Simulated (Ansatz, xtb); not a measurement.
## A geometry optimisation of FH2NSiSn with r2SCAN-D4/def2-SVP

The starting geometry of this gas-phase singlet was built from a drawn formula by distance geometry and a force field; its bonds are those of `[N]#[Sn-]([F])[SiH2+]`.

```yaml
atoms:
  - { symbol: F, position_ang: [1.5879, -0.8546, -0.6425] }
  - { symbol: N, position_ang: [-1.5651, -0.4054, -0.5480] }
  - { symbol: Si, position_ang: [0.0531, 0.7733, 2.5568] }
  - { symbol: Sn, position_ang: [-0.0148, -0.2540, 0.2632] }
  - { symbol: H, position_ang: [-1.1565, 1.2679, 3.1884] }
  - { symbol: H, position_ang: [1.3929, 0.9431, 3.2448] }
```

**Question.** Predict what it relaxes into with r2SCAN-D4/def2-SVP.

**Answer.** It rearranges to `[F][Sn][N]=[SiH2]`. Distances that change by over a tenth: N2–Sn4 (1.76 → 2.02 Å). Contacts that open: Si3–Sn4 (2.51 → 3.62 Å). Contacts that close: N2–Si3 (3.69 → 1.60 Å).

The energy falls by 6.36 eV over 36 steps:

```
step  E − E(last) (eV)
   1             6.359
   5             5.441
   9             5.236
  13             4.459
  17             2.491
  20             0.989
  24             0.235
  28             0.009
  32             0.000
  36             0.000
```

Final geometry (Å):

```json
{"atom": "F", "x (Å)": "0.5507", "y (Å)": "-1.1302", "z (Å)": "-1.3808"}
{"atom": "N", "x (Å)": "0.3388", "y (Å)": "-0.1104", "z (Å)": "1.3959"}
{"atom": "Si", "x (Å)": "-0.3701", "y (Å)": "1.0414", "z (Å)": "2.2446"}
{"atom": "Sn", "x (Å)": "1.2488", "y (Å)": "-1.6130", "z (Å)": "0.3955"}
{"atom": "H", "x (Å)": "-1.7113", "y (Å)": "0.9079", "z (Å)": "2.8857"}
{"atom": "H", "x (Å)": "0.2406", "y (Å)": "2.3746", "z (Å)": "2.5218"}
```

From the same start GFN2-xTB ends elsewhere, at `[N]#[Sn][SiH2]F`.

The end wasn't checked by frequencies. Atoms past krypton carry core potentials, without spin–orbit terms. Run with Ansatz 0.2.0, 71 s on 2 threads of AMD EPYC 7R43 64-Core Processor (Zen 3) (shared host).
